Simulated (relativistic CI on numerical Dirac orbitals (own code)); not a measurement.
# One change at a time: Ru12+

Base calculation: Dirac-Coulomb-Breit CI, orbitals from a KLI potential per configuration, model QED (radiative potential, 1s self-energy scaled to tabulated hydrogen-like ionisation energies), unscaled Slater integrals.

CI space (outside the closed core [Ar] 3d10): 4s2.4p2, 4s.4p3, 4p4, 4s2.4p.4d, 4s.4p2.4d, 4s2.4p.4f, 4s.4p2.4f, 4p3.4d, 4s.4p.4d2, 4s2.4p.5s, 4s2.4d.4f, 4s2.4p.5p, 4p3.4f, 4p3.5s, 4s.4p2.5s, 4s2.4p.5d, 4s.4p.4d.5s, 4s.4p2.5p, 4s2.4f.5s, 4s2.4p.5f, 4s2.4p.6s, 4p2.4d.4f, 4s2.4p.5g, 4s2.4p.6p, 4s.4p2.5d, 4s.4p.4f2, 4s.4p.5s2, 4s2.4d2, 4s.4d3, 4s.4d2.4f, 4p2.4d2, 4p.4d3, 4p.4d2.4f, 4p.4d2.5s, 4s2.4f2, 4s.4d.4f2, 4s.4f3, 4s2.4d.5s, 4s.4d2.5s, 4s.4d.4f.5s, 4p2.4f2, 4p.4d.4f2, 4p.4f3, 4p.4f2.5s, 4s.4p.4d.4f, 4s2.5s2, 4s.4d.5s2, 4s.4f.5s2, 4p2.4d.5s, 4p.4d.4f.5s, 4p.4d.5s2, 4s.4p.4f.5s, 4s.4f2.5s. Double excitations out of closed p, d and f shells are left out; levels of such configurations are missing from the list, as are those of other unlisted configurations, and high levels can miss mixing partners. These lack a partner that the ground configuration has and come out too high: 4s.4p2.5p, 4s.4p2.5d, 4s2.4p.5p, 4s2.4p.5d, 4s2.4p.5f.

The lowest level and the first level of each name with at least 55 % of one term (blank where a level has no safe partner in the second run):

```tsv
Level	Base (cm⁻¹)	Shift (cm⁻¹)
4s2.4p2 3P_0	0	0
4s2.4p2 3P_1	25241	+801
4s2.4p2 3P_2	37047	+1800
4s2.4p2 1D_2	73641	+2912
4s2.4p2 1S_0	108687	-2476
4s.4p3 5S°_2	236174	-9403
4s.4p3 3D°_1	293785	+13035
4s.4p3 3D°_2	295754	+12023
4s.4p3 3D°_3	305905	+13264
4s.4p3 3P°_0	335957	+8617
4s.4p3 3P°_1	339776	+9968
4s.4p3 3P°_2	343842	+13197
4s.4p3 1D°_2	381351	+37710
4s.4p3 3S°_1	398516	+13989
```

At this charge energies of transitions that change n are usually good to better than 1 %, and those within a shell (Δn = 0) to a few per cent.

Question: One thing was changed in a second run, which moved the levels as shown. Which?
A. configuration mixing switched off
B. Breit term removed
C. only the first 3 configurations
D. QED terms removed

Answer: C. Only the first 3 configurations. With fewer configurations the levels that remain lose their mixing partners.

LS names give the leading component of a level, which can be under half, so a name can repeat, a term be missing and a line seem to break the LS rules.
